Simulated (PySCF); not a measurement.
Trend along the fourth-period p block: MLi cations

CCSD(T) with double-zeta basis sets in PySCF, for the lowest determinant that a PBE0 search found; no spin–orbit coupling. De refers to high-spin ground-configuration atoms (the charge goes to the atom of lower measured ionisation energy or higher electron affinity, which is not always the lowest computed limit).

```
 M          basis  reference, frozen orbitals  charged atom  state (unpaired electrons)  Re (Å)  ωe (cm⁻¹)  De (eV)
Ga       def2-SVP                      UHF, 9           Li+               doublet (σ ↑)   3.092        190     1.05
Ge  jorge-DZP-DKH                      UHF, 9           Li+          triplet (σ ↑, π ↑)   2.828        256     0.94
As        pcseg-1                      UHF, 9           Li+         quartet (σ ↑, π ↑↑)   2.835        215     0.36
Se      def2-SVPD                      UHF, 9           Li+              triplet (π ↑↑)   2.643        296     0.85
Br  jorge-DZP-DKH                      UHF, 9           Li+               doublet (π ↑)   2.665        292     0.67
```

The shortest bond is that of LiSe⁺ (2.643 Å), the longest that of LiGa⁺ (3.092 Å).

The rows differ in basis set, which adds steps of its own.

The state changes along the series, so neighbouring rows are not always alike in their bonding.

Correlated steps freeze 9 core orbitals. Weak bonds: LiAs⁺. Basis-set superposition, not corrected here, can be much of De in a small basis, most of all at correlated wavefunction levels. Spin–orbit coupling is left out. For an ion De counts to the pair picked by the measured ionisation energies or electron affinities, which need not be the lowest pair at this level. States were picked by a PBE0 search and need not be the measured ground states.
